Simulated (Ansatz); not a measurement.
Consider the atomization: `C=CB(C)BCl` → 2 B• + 3 C• + Cl• + 7 H•.

Calculated with Ansatz (gas phase, PBE0-D4/def2-TZVP geometries, no zero-point term in ΔE). CCSD(T)/CBS is the MP2 limit (def2-TZVPP, def2-QZVPP) plus CCSD(T) − MP2 in def2-TZVPP, frozen cores. This one scheme is used for every species, atoms too. DFT in def2-TZVPP. B3LYP here is the variant with VWN-RPA as its local correlation; programs differ in this. Open shells (•) are unrestricted, without spin–orbit coupling. Spin–orbit coupling would lower the free atoms: a little for B, C, Cl. One conformer a species, not always the lowest.

```tsv
level	ΔE (eV)	difference from CCSD(T)/CBS
PBE-D4	54.54	1.54
PBE0-D4	53.87	0.87
B3LYP-D4	53.43	0.43
ωB97X-V	53.30	0.30
PBE	54.26	1.26
B3LYP	52.98	-0.02
MP2/def2-TZVPP	52.84	-0.16
SCS-MP2/def2-QZVPP	53.14	0.14
HF/CBS(def2)	41.11	-11.89
MP2/CBS(def2)	53.94	0.94
CCSD(T)/CBS	53.00	0
```

Largest T1 diagnostic among the species: 0.014.

From PBE to PBE0 (25 % exact exchange), in def2-TZVPP and without D4, ΔE moves by −0.63 eV: exact exchange takes away binding that semilocal exchange gives to molecules. In def2-TZVPP, CCSD(T) changes the Hartree–Fock value by +10.82 eV (the triples alone add +0.73 eV) and MP2 by +11.77 eV; breaking electron pairs costs correlation energy, which Hartree–Fock lacks.

For atomizations the MP2-based limit and the directly extrapolated one differ by several kJ/mol either way, and by 10 to 25 for some Ge, Se and Sn compounds, so smaller differences from it don't rank the levels.
